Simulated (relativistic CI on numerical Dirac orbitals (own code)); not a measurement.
## Sensitivity of the levels of K³⁺ to α and to the nuclear radius

These numbers are calculated, not measured: Dirac-Coulomb-Breit CI, orbitals from a KLI potential per configuration, valence Slater integrals scaled by 0.85, P86 correlation energy added to each configuration, derivatives by finite differences, QED left out (own radial code, finite nucleus).

Configurations in the expansion (outside the closed core [Ne]): 3s²3p⁴, 3s3p⁵, 3s²3p³3d, 3p⁶, 3s3p⁴3d, 3s²3p³4s, 3s²3p³4p. Double excitations out of closed p, d and f shells are left out; levels of such configurations are missing from the list, as are those of other unlisted configurations, and high levels can miss mixing partners.

With x = (α/α₀)² − 1 an excitation energy changes as ω = ω₀ + qx; K = 2q/ω₀ is the relative enhancement. Terms are leading LS components, so labels can repeat. The field-shift factor is F = δν/δ⟨r²⟩ for the transition from the lowest level.

Lowest level 3s²3p⁴ ³P2.

```csv
Level,ω₀ (cm⁻¹),q (cm⁻¹),K,F (GHz/fm²)
3s²3p⁴ ³P1,1659.8,1746,2.1,0.00157
3s²3p⁴ ³P0,2315.8,2273,1.96,0.00206
3s²3p⁴ ¹D2,16754.5,1090,0.13,0.0174
3s²3p⁴ ¹S0,40681.2,1289,0.0634,-0.0195
3s3p⁵ ³P°2,144005.5,2686,0.0373,-1.67
3s3p⁵ ³P°1,145483.9,4143,0.057,-1.66
3s3p⁵ ³P°0,146278.9,4975,0.068,-1.66
3s²3p³3d ¹P°1,179810.9,2887,0.0321,-0.943
3s²3p³3d ⁵D°0,185250.3,1500,0.0162,0.335
3s²3p³3d ⁵D°1,185256.4,1504,0.0162,0.335
3s²3p³3d ⁵D°2,185267.9,1510,0.0163,0.336
3s²3p³3d ⁵D°3,185286.0,1518,0.0164,0.336
3s²3p³3d ⁵D°4,185317.9,1543,0.0166,0.336
```

Correlation outside the listed configurations is missing or only estimated: errors of thousands of cm⁻¹ between configurations and terms are usual at this charge. Rates and lifetimes follow the computed energies and can be off by large factors. The fine structure of a lone outer electron comes out too small, for d and f at times inverted, and misplaced configurations move strength between like terms.
